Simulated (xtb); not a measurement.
Cl4Te, triplet, at a GFN2-xTB geometry (a higher spin typed on purpose: for a closed-shell molecule this is an excited state). Base run: xtb with GFN2-xTB.

Geometry (Å):
```xyz
5

Te     0.0000     0.0000     0.0000
Cl     1.5053    -1.9110    -0.1654
Cl     1.9146     1.5016     0.1575
Cl    -1.5051     1.9171    -0.0677
Cl    -1.9148    -1.5077     0.0756
```
Charge 0, spin multiplicity 3.
All else is at xtb's defaults.
Base energy -21.33412 Eh.

The base run was repeated with changes; each row names its change, and settings that it needs were set with it.

| change | ΔE vs base (kcal/mol) | SCF cycles |
|---|---|---|
| base | 0.000 | 16 |
| acc = 0.1 | 0.000 | 18 |
| acc = 30 | 0.000 | 13 |
| acc = 1000 | 0.077 | 10 |
